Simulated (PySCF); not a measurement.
Species: C5H2F2N2.
Cartesian coordinates in Å at the GFN2-xTB level; atoms count from 1:
```
atom  x, y, z in Å
N1     2.9817   -0.8533   -0.4394
C2     2.0589   -0.1881   -0.3151
C3     0.9612    0.6992   -0.1707
F4     1.2959    1.9944   -0.2598
C5    -0.3239    0.3503    0.0382
C6    -1.3148    1.3543    0.1622
N7    -2.1234    2.1580    0.2635
C8    -0.8295   -1.0583    0.1565
F9     0.1649   -1.9797    0.0291
H10   -1.5694   -1.2622   -0.6296
H11   -1.2963   -1.2119    1.1392
```

The closed-shell ground state was solved at several levels (PySCF, density fitting, gas phase, non-relativistic).

```
         level  basis functions  total energy (Eh)  HOMO (eV)  LUMO (eV)  gap (eV)  dipole (D)
PBE0/def2-SVPD              202          -499.9435      -8.83      -3.19      5.64        2.14
   B3LYP/pcJ-1              263          -500.8462      -8.56      -3.30      5.26        2.12
```

(1) Estimate the row for PBE0/pcSseg-1, a basis of 163 functions; the other rows only guide the guess.

(2) Over all these levels, which gives the widest orbital gap and which the narrowest?

(3) How far do the dipole and the HOMO energy spread over the levels?

## Answers

(1) Total energy -500.2467 Eh, HOMO -8.78 eV, LUMO -3.12 eV, gap 5.66 eV, dipole 2.12 D.

(2) PBE0/pcSseg-1 (global hybrid, 25 % exact exchange) has the widest, 5.66 eV, and B3LYP/pcJ-1 (global hybrid, 20 % exact exchange) the narrowest, 5.26 eV. Functional and basis both differ between the two, so the spread mixes both effects.

(3) The dipole runs from 2.12 to 2.14 D (mean 2.13 D) and the HOMO from -8.83 to -8.56 eV.

One conformer stands for the species.
